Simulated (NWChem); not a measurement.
System: C₂H₆O₂Si; SMILES C([SiH2]C=O)O

Input file for NWChem:

```
start job
memory heap 200 mb stack 900 mb global 1100 mb
geometry units angstroms noautosym nocenter noautoz
  O     -0.957930     2.084899     0.235145
  C      0.205904     1.842516     0.022080
  Si     0.831113     0.012588    -0.042491
  C     -0.682496    -1.130313    -0.096339
  O     -0.344030    -2.494147     0.038736
  H      0.932774     2.690314    -0.131334
  H      1.742891    -0.171810    -1.212301
  H      1.626002    -0.242070     1.203085
  H     -1.429773    -0.788759     0.646687
  H     -1.172565    -1.011765    -1.076670
  H     -0.017408    -2.636107     0.933169
end
basis spherical
  O library sto-3g
  C library sto-3g
  Si library sto-3g
  H library sto-3g
end
dft
  xc hfexch
  iterations 150
end
property
  shielding
end
task dft property
```

NWChem printed, in part:

```
             Northwest Computational Chemistry Package (NWChem) 7.3.0
             --------------------------------------------------------

                             Geometry "geometry" -> ""
                             -------------------------

 Output coordinates in angstroms (scale by  1.889725989 to convert to a.u.)

  No.       Tag          Charge          X              Y              Z
 ---- ---------------- ---------- -------------- -------------- --------------
    1 O                    8.0000    -0.95793000     2.08489900     0.23514500
    2 C                    6.0000     0.20590400     1.84251600     0.02208000
    3 Si                  14.0000     0.83111300     0.01258800    -0.04249100
    4 C                    6.0000    -0.68249600    -1.13031300    -0.09633900
    5 O                    8.0000    -0.34403000    -2.49414700     0.03873600
    6 H                    1.0000     0.93277400     2.69031400    -0.13133400
    7 H                    1.0000     1.74289100    -0.17181000    -1.21230100
    8 H                    1.0000     1.62600200    -0.24207000     1.20308500
    9 H                    1.0000    -1.42977300    -0.78875900     0.64668700
   10 H                    1.0000    -1.17256500    -1.01176500    -1.07667000
   11 H                    1.0000    -0.01740800    -2.63610700     0.93316900

 Effective nuclear repulsion energy (a.u.)     217.0843174619

  xc_inp: hfexch multiplicative factor not found.
                              NWChem Property Module
                              ----------------------

  itol2e modified to match energy
  convergence criterion.

                                 NWChem DFT Module
                                 -----------------

 Summary of "ao basis" -> "ao basis" (spherical)
 ------------------------------------------------------------------------------
       Tag                 Description            Shells   Functions and Types
 ---------------- ------------------------------  ------  ---------------------
 O                           sto-3g                  3        5   2s1p
 C                           sto-3g                  3        5   2s1p
 Si                          sto-3g                  5        9   3s2p
 H                           sto-3g                  1        1   1s

  itol2e modified to match energy
  convergence criterion.

            General Information
            -------------------
          SCF calculation type: DFT
          Wavefunction type:  closed shell.
          No. of atoms     :    11
          No. of electrons :    48
           Alpha electrons :    24
            Beta electrons :    24
          Charge           :     0
          Spin multiplicity:     1
          Use of symmetry is: off; symmetry adaption is: off
          Maximum number of iterations: 150
          AO basis - number of functions:    35
                     number of shells:    23
          Convergence on energy requested:  1.00D-07
          Convergence on density requested:  1.00D-05
          Convergence on gradient requested:  5.00D-04

              XC Information
              --------------
                     Hartree-Fock (Exact) Exchange  1.000

      Superposition of Atomic Density Guess
      -------------------------------------

 Sum of atomic energies:        -510.16252093

      Non-variational initial energy
      ------------------------------

 Total energy =    -510.510073
 1-e energy   =   -1143.450711
 2-e energy   =     415.856321
 HOMO         =      -0.085686
 LUMO         =       0.184534

   convergence    iter        energy       DeltaE   RMS-Dens  Diis-err
 ---------------- ----- ----------------- --------- --------- ---------
 d= 0,ls=0.0,diis     1   -511.3665441664 -7.28D+02  3.70D-02  9.39D-01
 d= 0,ls=0.0,diis     2   -511.4864750321 -1.20D-01  1.49D-02  4.31D-01
 d= 0,ls=0.0,diis     3   -511.5415853144 -5.51D-02  3.38D-03  5.96D-03
 d= 0,ls=0.0,diis     4   -511.5435515527 -1.97D-03  1.66D-03  1.40D-03
 d= 0,ls=0.0,diis     5   -511.5439497627 -3.98D-04  7.32D-04  1.68D-04
  Resetting Diis
 d= 0,ls=0.0,diis     6   -511.5440108055 -6.10D-05  1.85D-04  1.14D-05
 d= 0,ls=0.0,diis     7   -511.5440141434 -3.34D-06  2.02D-05  2.96D-07
 d= 0,ls=0.0,diis     8   -511.5440142135 -7.01D-08  1.03D-05  3.94D-08
 d= 0,ls=0.0,diis     9   -511.5440142262 -1.27D-08  3.71D-06  1.40D-08

         Total DFT energy =     -511.544014226202
      One electron energy =    -1140.872744491340
           Coulomb energy =      461.889878328788
    Exchange-Corr. energy =      -49.645465525546
 Nuclear repulsion energy =      217.084317461896

 Numeric. integr. density =        0.000000000000

                       DFT Final Molecular Orbital Analysis
                       ------------------------------------

 Vector   22  Occ=2.000000D+00  E=-3.976223D-01
              MO Center= -5.0D-02, -1.1D+00,  5.3D-02, r^2= 4.0D+00
   Bfn.  Coefficient  Atom+Function         Bfn.  Coefficient  Atom+Function
  ----- ------------  ---------------      ----- ------------  ---------------
    29      0.424610   5 O  pz               32      0.320435   8 H  s
    26     -0.303442   5 O  s                28      0.274829   5 O  py
    33     -0.250318   9 H  s                34      0.248858  10 H  s
    24     -0.223618   4 C  pz               31     -0.219561   7 H  s
     5     -0.217161   1 O  pz               23     -0.215436   4 C  py

 Vector   23  Occ=2.000000D+00  E=-3.299061D-01
              MO Center= -2.2D-01, -1.0D+00,  3.7D-02, r^2= 3.8D+00
   Bfn.  Coefficient  Atom+Function         Bfn.  Coefficient  Atom+Function
  ----- ------------  ---------------      ----- ------------  ---------------
    27      0.642988   5 O  px                4     -0.355795   1 O  py
    17      0.333689   3 Si px               22     -0.284561   4 C  px
    33      0.223315   9 H  s                16     -0.200456   3 Si s
    28      0.194688   5 O  py               31      0.185217   7 H  s
    32      0.169686   8 H  s                29     -0.153942   5 O  pz

[...]

          -----------------------------------------
          Chemical Shielding Tensors (GIAO, in ppm)
          -----------------------------------------

                                NWChem CPHF Module
                                ------------------

  scftype          =     RHF
  nclosed          =       24
  nopen            =        0
  variables        =      264
  # of vectors     =        3
  tolerance        = 0.10D-03
  level shift      = 0.00D+00
  max iterations   =       50
  max subspace     =       30

 SCF residual:    3.3601695339929047E-005

Iterative solution of linear equations
  No. of variables      264
  No. of equations        3
  Maximum subspace       30
        Iterations       50
       Convergence  1.0D-04

   iter   nsub   residual    time
   ----  ------  --------  ---------
     1      3    2.35D+00       2.4
     2      6    1.25D+00       2.5
     3      9    2.60D-01       2.7
     4     12    6.09D-02       2.8
     5     15    1.15D-02       3.0
     6     18    2.12D-03       3.2
     7     21    2.05D-04       3.3
     8     24    4.02D-05       3.5

      Atom:    1  O
        Diamagnetic
    406.7207     -9.2772     -5.5379
     -9.2772    373.8017      1.9383
     -5.5379      1.9383    377.0717

        Paramagnetic
  -1792.7775     87.5043    359.4127
     87.5043   -839.3420      3.1259
    359.4127      3.1259     68.4715

        Total Shielding Tensor
  -1386.0568     78.2271    353.8748
     78.2271   -465.5404      5.0642
    353.8748      5.0642    445.5432

           isotropic =    -468.6847
          anisotropy =   -1483.7738

          Principal Components and Axis System
                 1           2           3
            -1457.8672    511.9190   -460.1057

      1         0.9803      0.1840      0.0714
      2        -0.0764      0.0198      0.9969
      3        -0.1821      0.9827     -0.0335

      Atom:    2  C
        Diamagnetic
    261.4399     -3.2524     -3.2906
     -3.2524    264.4354      0.2480
     -3.2906      0.2480    243.5193

        Paramagnetic
   -204.7948    -60.8305     30.0792
    -60.8305   -300.7507     16.6646
     30.0792     16.6646    -57.9335

        Total Shielding Tensor
     56.6450    -64.0829     26.7887
    -64.0829    -36.3154     16.9126
     26.7887     16.9126    185.5858

           isotropic =      68.6385
          anisotropy =     183.5626

          Principal Components and Axis System
                 1           2           3
              191.0135     86.8012    -71.8993

      1         0.1860      0.8676      0.4612
      2         0.0207     -0.4728      0.8809
      3         0.9823     -0.1543     -0.1059

      Atom:    3  Si
        Diamagnetic
    867.9433      0.8122      0.1385
      0.8122    872.3368      0.1369
      0.1385      0.1369    863.8117

        Paramagnetic
   -229.4767     20.5218     -4.9078
     20.5218   -238.0451      3.0534
     -4.9078      3.0534   -251.3810

        Total Shielding Tensor
    638.4666     21.3340     -4.7693
     21.3340    634.2917      3.1904
     -4.7693      3.1904    612.4308

           isotropic =     628.3964
          anisotropy =      44.1928

          Principal Components and Axis System
                 1           2           3
              657.8582    619.3747    607.9562

      1         0.7431     -0.5088      0.4347
      2         0.6685      0.5945     -0.4468
      3        -0.0311      0.6226      0.7819

      Atom:    4  C
        Diamagnetic
    249.0843      3.4529      0.6084
      3.4529    254.1141     -0.3757
      0.6084     -0.3757    242.9944

        Paramagnetic
    -55.6635    -22.5845      2.3149
    -22.5845    -10.2217    -11.9356
      2.3149    -11.9356    -59.6882

        Total Shielding Tensor
    193.4208    -19.1315      2.9232
    -19.1315    243.8924    -12.3113
      2.9232    -12.3113    183.3061

           isotropic =     206.8731
          anisotropy =      68.6146

          Principal Components and Axis System
                 1           2           3
              252.6162    187.1960    180.8071

      1        -0.3106      0.9436      0.1151
      2         0.9336      0.2800      0.2238
      3        -0.1789     -0.1770      0.9678

      Atom:    5  O
        Diamagnetic
    360.8718     -8.2013      8.7301
     -8.2013    394.6733     -6.1351
      8.7301     -6.1351    377.5722

        Paramagnetic
      2.7418     21.9895     15.6061
     21.9895    -62.1212      1.8007
     15.6061      1.8007     64.6557

        Total Shielding Tensor
    363.6136     13.7881     24.3362
     13.7881    332.5521     -4.3345
     24.3362     -4.3345    442.2279

           isotropic =     379.4645
          anisotropy =     104.5329

          Principal Components and Axis System
                 1           2           3
              449.1531    363.4461    325.7943

      1         0.2731      0.8718     -0.4066
      2        -0.0035      0.4236      0.9058
      3         0.9620     -0.2460      0.1187

      Atom:    6  H
        Diamagnetic
     31.7863      7.3842     -1.7113
      7.3842     37.0794     -1.6449
     -1.7113     -1.6449     23.7529

        Paramagnetic
    -17.5080     -8.8123      3.8022
     -8.8123    -13.3236      1.9565
      3.8022      1.9565      1.1913

        Total Shielding Tensor
     14.2783     -1.4281      2.0909
     -1.4281     23.7558      0.3117
      2.0909      0.3117     24.9442

           isotropic =      20.9928
          anisotropy =       6.5219

          Principal Components and Axis System
                 1           2           3
               25.3407     23.9663     13.6713

      1         0.1820     -0.1463      0.9724
      2         0.0293      0.9892      0.1434
      3         0.9829     -0.0024     -0.1843

      Atom:    7  H
        Diamagnetic
     32.5546     -0.7576     -6.8132
     -0.7576     28.0638      1.2905
     -6.8132      1.2905     33.6144

        Paramagnetic
     -1.0089      1.2300      1.9577
      1.2300      0.0422     -0.8450
      1.9577     -0.8450     -1.1057

        Total Shielding Tensor
     31.5457      0.4724     -4.8555
      0.4724     28.1060      0.4454
     -4.8555      0.4454     32.5087

           isotropic =      30.7201
          anisotropy =       9.2796

          Principal Components and Axis System
                 1           2           3
               36.9065     28.4337     26.8202

      1        -0.6712      0.3350      0.6612
      2         0.0015      0.8927     -0.4507
      3         0.7412      0.3015      0.5997

      Atom:    8  H
        Diamagnetic
     31.6374     -0.9511      6.5124
     -0.9511     28.7160     -1.9117
      6.5124     -1.9117     34.6063

        Paramagnetic
     -0.1883      1.2354     -2.0716
      1.2354     -0.0572      0.8469
     -2.0716      0.8469     -1.1676

        Total Shielding Tensor
     31.4491      0.2843      4.4408
      0.2843     28.6588     -1.0649
      4.4408     -1.0649     33.4387

           isotropic =      31.1822
          anisotropy =       8.7960

          Principal Components and Axis System
                 1           2           3
               37.0462     29.2046     27.2958

      1         0.6172      0.4797      0.6237
      2        -0.0785      0.8262     -0.5579
      3         0.7829     -0.2954     -0.5476

      Atom:    9  H
        Diamagnetic
     33.7086     -1.4938     -7.3841
     -1.4938     29.2995      2.0739
     -7.3841      2.0739     29.5405

        Paramagnetic
      1.0895     -1.1738      2.4699
     -1.1738      0.7122     -0.1881
      2.4699     -0.1881     -0.8147

        Total Shielding Tensor
     34.7981     -2.6676     -4.9142
     -2.6676     30.0117      1.8858
     -4.9142      1.8858     28.7258

           isotropic =      31.1785
          anisotropy =      11.3535

          Principal Components and Axis System
                 1           2           3
               38.7475     28.8409     25.9472

      1         0.8139      0.3588      0.4570
      2        -0.3488      0.9308     -0.1096
      3        -0.4647     -0.0703      0.8827

      Atom:   10  H
        Diamagnetic
     29.8799      0.7780      7.4935
      0.7780     27.8582     -0.8731
      7.4935     -0.8731     35.5498

        Paramagnetic
      1.3011     -1.1459     -2.0490
     -1.1459      0.8058     -0.9364
     -2.0490     -0.9364     -1.7810

        Total Shielding Tensor
     31.1810     -0.3679      5.4445
     -0.3679     28.6640     -1.8095
      5.4445     -1.8095     33.7688

           isotropic =      31.2046
          anisotropy =      10.7227

          Principal Components and Axis System
                 1           2           3
               38.3530     28.7449     26.5159

      1         0.6015      0.4145      0.6829
      2        -0.1687      0.9015     -0.3986
      3         0.7809     -0.1246     -0.6121

      Atom:   11  H
        Diamagnetic
     23.6235     -2.3036      6.7678
     -2.3036     30.1744     -6.7918
      6.7678     -6.7918     37.8764

        Paramagnetic
      5.2073     -0.1548     -0.9307
     -0.1548      5.6881      2.0475
     -0.9307      2.0475      4.5508

        Total Shielding Tensor
     28.8308     -2.4583      5.8371
     -2.4583     35.8626     -4.7444
      5.8371     -4.7444     42.4272

           isotropic =      35.7068
          anisotropy =      17.0853

          Principal Components and Axis System
                 1           2           3
               47.0971     33.4110     26.6124

[...]
```

Level: Hartree-Fock/STO-3G, GIAO. STO-3G and 3-21G are far too small for this property and stand as cheap habits. Coordinates come from a PBE0/def2-SVP optimisation. The printed shielding anisotropy is the first printed principal value minus the mean of the other two.
